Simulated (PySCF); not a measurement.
## How methods differ on the excitation energy of Al⁺

Al⁺ [Ne] 3s2 (1S) → Al⁺ [Ne] 3s1 3d1 (3D), as a difference of total energies. All numbers are calculated (PySCF 2.14, the spin-free X2C one-electron Hamiltonian (Gaussian nucleus), in dyall-av3z (19s12p3d2f, 84 functions)). Correlated levels: valence: [Ne] frozen; virtual orbitals above 40 to 60 times the deepest correlated orbital energy dropped. The calculations carry no spin-orbit coupling.

| method | excitation energy (cm⁻¹) | error (cm⁻¹) |
| --- | --- | --- |
| UHF | 88123 | -7427 |
| MP2 (valence) | 93406 | -2144 |
| SCS-MP2 (valence) | 95319 | -231 |
| CCSD (valence) | 95205 | -345 |

Reference: 95550 cm⁻¹ (measured; NIST levels, between the centres of gravity of the two terms).

Errors of the correlated levels include the incompleteness of this basis and the frozen core.

With two correlated electrons CCSD is exact in that space.
